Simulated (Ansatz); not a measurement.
Z-matrix (Å, degrees):
```
C
C 1 1.522
Si 1 1.863 2 65.8
F 1 1.372 2 116.1 3 116.1
H 1 1.088 2 115.4 3 -112.1
H 2 1.085 1 117.8 3 118.2
H 2 1.087 1 113.5 3 -106.4
H 3 1.478 1 119.3 2 -107.2
H 3 1.476 1 119.0 2 100.8
```

The species carries charge 0 and has multiplicity 1.

Problem. List the ωB97M-V/def2-TZVPP orbital energies in eV (the Gaussian-basis code of Ansatz). (Best estimate.)

Solution. Computed: Occupied: -1807.04, -677.18, -283.40, -281.44, -148.17, -102.29, -102.28, -102.27, -36.10, -24.69, -19.66, -17.68, -16.86, -15.61, -14.91, -13.99, -13.00, -12.38, -10.59, -9.26. Lowest empty: 1.65, 2.38, 2.80, 3.08, 3.81, 4.08, 4.78, 5.64.
